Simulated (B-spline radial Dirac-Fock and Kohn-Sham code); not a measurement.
# Conversion-electron coefficients: Ar, 1030 keV

Z = 18 (argon), transition energy 1030 keV. Level of theory: a Dirac-Hartree-Slater potential of the neutral atom with a Latter tail (no hole, which puts coefficients of high multipoles low close above an edge), finite nucleus with surface currents; an atomic code on a B-spline grid. Subshells that would emit electrons below 1 keV are left out, and so is internal pair formation.

Input file task.json (cfg lists n, l and occupation; rrms is the nuclear radius in fm):

```json
{"items": [{
  "Z": 18,
  "q": 0,
  "cfg": [[1, 0, 2], [2, 0, 2], [2, 1, 6], [3, 0, 2], [3, 1, 6]],
  "A": 40,
  "rrms": 3.4274,
  "do": "conversion",
  "gamma": [1030.0],
  "edges": {"K": 3205.9, "L1": 326.3, "L2": 250.6, "L3": 248.4}
}]}
```

Launch: `python xray2_run.py task.json out`

```
subshell  electron energy (keV)        E1        E3        E4        M3        M5
       K                1026.79  2.59e-05  0.000121  0.000243  0.000186  0.000739
      L1                1029.67  2.12e-06  9.91e-06  1.99e-05  1.53e-05  6.14e-05
      L2                1029.75  3.65e-09  6.69e-08  2.31e-07  1.02e-07  7.84e-07
      L3                1029.75  9.99e-09  5.43e-08  1.38e-07  4.70e-08  5.14e-07
      M1                1029.97  2.38e-07  1.12e-06  2.25e-06  1.73e-06  6.92e-06
      M2                1029.99  3.30e-10  6.05e-09  2.09e-08  9.26e-09  7.09e-08
      M3                1029.99  9.00e-10  4.89e-09  1.25e-08  4.24e-09  4.64e-08
   total                         2.82e-05  0.000132  0.000265  0.000203  0.000809
```

Q: For a pure M5 transition, what fraction of decays emits a photon?

A: 1/(1 + α) = 0.999 with the total α = 0.000809, and pair formation is not counted.

Values without a named source are computed, but for edge energies of neutral atoms, which are taken from tables.
